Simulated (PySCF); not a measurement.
C₃H₆BBr. Atoms are numbered in the order given.

```xyz
11

B      0.3025    -0.5541     0.0000
Br    -0.2046     1.3132     0.0000
C      1.8314    -0.8799     0.0000
H      2.0648    -1.9541     0.0000
H      2.3124    -0.4179     0.8783
H      2.3124    -0.4179    -0.8783
C     -0.8569    -1.5814     0.0000
C     -0.6476    -2.9084     0.0000
H     -1.8931    -1.2233     0.0000
H     -1.4707    -3.6312     0.0000
H      0.3627    -3.3310     0.0000
```

The structure is a stationary point at PBE0-D3(BJ)/def2-SVP. The values are those of a single conformer.

All values below come from CAM-B3LYP/def2-TZVP run with PySCF.

Symmetry labels are those of the subgroup Cs that the program uses (full group Cs).

Computed valence orbital energies around the gap with their symmetry:
```tsv
orbital	symmetry	energy (eV)
HOMO−7	A'	-13.54
HOMO−6	A"	-12.98
HOMO−5	A'	-12.50
HOMO−4	A'	-11.12
HOMO−3	A'	-10.94
HOMO−2	A"	-10.29
HOMO−1	A"	-9.45
HOMO	A'	-9.26
LUMO	A"	-0.84
LUMO+1	A'	1.71
LUMO+2	A"	2.37
LUMO+3	A'	2.51
```
